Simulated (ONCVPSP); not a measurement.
Cr, ONCV: configuration errors across variants

- Element: Cr (Z = 24)
- Generator: ONCVPSP 4.0.1
- Type: optimised norm-conserving Vanderbilt (ONCV)
- Functional: LDA (Perdew-Zunger)
- Relativity: scalar-relativistic
- Frozen core: [Ne]
- Valence charge: 14
- Reference configuration: 3s2 3p6 3d5 4s1
- Partial waves: 3s+4s: rc 1.40 bohr, ncon 4, nbas 8, qcut 8.1 1/bohr, 2 projectors; 3p: rc 1.20 bohr, ncon 4, nbas 8, qcut 10.4 1/bohr, 1 projector; 3d: rc 1.85 bohr, ncon 5, nbas 10, qcut 8.2 1/bohr, 2 projectors, debl 3.2 Ha
- Local potential: polynomial inside 1.20 bohr (lpopt 4, dvloc0 0 Ha)
- Core correction: Teter function, fcfact 5.5, rcfact 1.5

All-electron excitation energies from the reference (eV): (1) 3s2 3p6 3d5 4s0 7.141; (2) 3s2 3p6 3d4 4s0 23.484; (3) 3s1 3p6 3d5 4s1 79.873.

Errors AE − PS in meV (a dash: test not solved or not reliable):

```csv
change,(1),(2),(3),bound ghosts,GHOST(+) flags above zero
base,+4.1,+5.9,-318,none,none
p: qcut 6.1,+4.3,+5.8,-327,none,none
p: qcut 7.5,+4.2,+5.9,-321,none,none
p: qcut 8.6,+4.1,+5.9,-318,none,none
p: qcut 9.5,+4.1,+5.9,-318,none,none
p: qcut 10.7,+4.1,+5.9,-318,none,none
p: qcut 11.8,+4.1,+5.9,-321,none,none
p: qcut 13.3,+4.2,+5.9,-321,none,none
p: qcut 14.3,+4.2,+5.9,-321,none,none
```

Question: Give the same row for: p: qcut 15.2.

Answer: +4.2, +5.9, -324; bound ghosts: none; GHOST(+) flags above zero: none.
